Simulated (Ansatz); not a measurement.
Reactions of H$_{6}$SSi$_{2}$, SMILES `[SiH3][SiH2]S`.

Gas-phase electronic energies from Ansatz, PBE0-D4/def2-TZVP geometries. CCSD(T)/CBS is the MP2 limit (def2-TZVPP, def2-QZVPP) plus CCSD(T) − MP2 in def2-TZVPP, frozen cores. This one scheme is used for every species. Functionals use def2-TZVPP. For Ge outer-core shells are correlated without core-valence functions, which leaves a few kJ/mol of doubt a bond. Scalar relativity is left out up to krypton. Each species was taken in one conformer, which may not be the lowest.

```json
{"reaction": "`[SiH3][SiH2]S` + `[SiH3]S` → `[SiH3]S[SiH2]S` + SiH₄", "MP2/CBS(def2) (kJ/mol)": "-81", "ωB97X-V (kJ/mol)": "-65", "PBE-D4 (kJ/mol)": "-60", "PBE0-D4 (kJ/mol)": "-63"}
{"reaction": "`[SiH3][SiH2]S` + `[SH][GeH3]` → `[SiH3][SiH2][S][GeH3]` + H₂S", "MP2/CBS(def2) (kJ/mol)": "-13", "ωB97X-V (kJ/mol)": "-7", "PBE-D4 (kJ/mol)": "-9", "PBE0-D4 (kJ/mol)": "-9"}
{"reaction": "`[SiH3][SiH2]S` + `[CH3][GeH2][Cl]` → `[SiH3][CH2][GeH2][Cl]` + `[SiH3]S`", "MP2/CBS(def2) (kJ/mol)": "-6", "ωB97X-V (kJ/mol)": "3", "PBE-D4 (kJ/mol)": "15", "PBE0-D4 (kJ/mol)": "11"}
{"reaction": "`[SiH3][SiH2]S` + CH₃OH → `CO[SiH2]S` + SiH₄", "MP2/CBS(def2) (kJ/mol)": "-103", "ωB97X-V (kJ/mol)": "-96", "PBE-D4 (kJ/mol)": "-75", "PBE0-D4 (kJ/mol)": "-80"}
{"reaction": "`[SiH3][SiH2]S` + `O[SiH](F)[SiH3]` → `F[SiH]([SiH3])O[SiH3]` + `[SiH3]S`", "MP2/CBS(def2) (kJ/mol)": "-107", "ωB97X-V (kJ/mol)": "-98", "PBE-D4 (kJ/mol)": "-75", "PBE0-D4 (kJ/mol)": "-83"}
{"reaction": "`[SiH3][SiH2]S` + `C1NCS1` → `[SiH3]N1CSC1` + `[SiH3]S`", "MP2/CBS(def2) (kJ/mol)": "-51", "ωB97X-V (kJ/mol)": "-41", "PBE-D4 (kJ/mol)": "-26", "PBE0-D4 (kJ/mol)": "-30"}
{"reaction": "`[SiH3][SiH2]S` + `BN` → `BN[SiH2][SiH3]` + H₂S", "MP2/CBS(def2) (kJ/mol)": "24", "ωB97X-V (kJ/mol)": "23", "PBE-D4 (kJ/mol)": "31", "PBE0-D4 (kJ/mol)": "30"}
```

Give the CCSD(T)/CBS values in the same order. (An estimate is asked.)

Computed: -69, -11, 0, -96, -101, -42, 21 kJ/mol.

Largest T1 diagnostic: 0.013, for `BN[SiH2][SiH3]`.
